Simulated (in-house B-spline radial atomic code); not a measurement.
RPA and G0W0 for Ba²⁺, [Kr] 4d10 5s2 5p6, as one setting changes: the share of exact exchange in the PBE hybrid start. A dash marks a level of low quasi-particle weight. Computed with an all-electron radial atomic-structure program (B-spline basis): all electrons, scalar-relativistic (spin-free one-electron X2C), finite nucleus, each spin shell either full or empty, empty states to l = 9 with an (l + 1/2)⁻⁴ tail; G0W0 by contour deformation at full frequency.

Spin-orbit coupling, left out, splits p levels strongly here.

```json
{"share of exact exchange in the PBE hybrid start": "0", "mean-field level (eV)": "-30.91", "G0W0 level (eV)": "5p -36.53", "RPA correlation (Eh)": "-4.3416"}
{"share of exact exchange in the PBE hybrid start": "0.1", "mean-field level (eV)": "-31.56", "G0W0 level (eV)": "5p -36.59", "RPA correlation (Eh)": "-4.3017"}
{"share of exact exchange in the PBE hybrid start": "0.2", "mean-field level (eV)": "-32.21", "G0W0 level (eV)": "5p -36.65", "RPA correlation (Eh)": "-4.2632"}
{"share of exact exchange in the PBE hybrid start": "0.3", "mean-field level (eV)": "?", "G0W0 level (eV)": "?", "RPA correlation (Eh)": "?"}
{"share of exact exchange in the PBE hybrid start": "0.4", "mean-field level (eV)": "-33.51", "G0W0 level (eV)": "5p -36.74", "RPA correlation (Eh)": "-4.1901"}
{"share of exact exchange in the PBE hybrid start": "0.5", "mean-field level (eV)": "?", "G0W0 level (eV)": "?", "RPA correlation (Eh)": "?"}
{"share of exact exchange in the PBE hybrid start": "0.6", "mean-field level (eV)": "-34.81", "G0W0 level (eV)": "5p -36.80", "RPA correlation (Eh)": "-4.1216"}
{"share of exact exchange in the PBE hybrid start": "0.7", "mean-field level (eV)": "-35.47", "G0W0 level (eV)": "5p -36.83", "RPA correlation (Eh)": "-4.0888"}
{"share of exact exchange in the PBE hybrid start": "0.8", "mean-field level (eV)": "-36.12", "G0W0 level (eV)": "5p -36.85", "RPA correlation (Eh)": "-4.057"}
{"share of exact exchange in the PBE hybrid start": "0.9", "mean-field level (eV)": "-36.77", "G0W0 level (eV)": "5p -36.87", "RPA correlation (Eh)": "-4.026"}
{"share of exact exchange in the PBE hybrid start": "1", "mean-field level (eV)": "-37.43", "G0W0 level (eV)": "5p -36.89", "RPA correlation (Eh)": "-3.9959"}
```

Q: What belongs in the row for 0.3?

A: mean-field level (eV): -32.86; G0W0 level (eV): 5p -36.70; RPA correlation (Eh): -4.226.

Q: What belongs in the row for 0.5?

A: mean-field level (eV): -34.16; G0W0 level (eV): 5p -36.77; RPA correlation (Eh): -4.1553.

Q: At what share of exact exchange does G0W0 leave the highest level unchanged?

A: Near 0.92, where the shift changes sign (-0.102 eV at 0.9, +0.534 eV at 1).
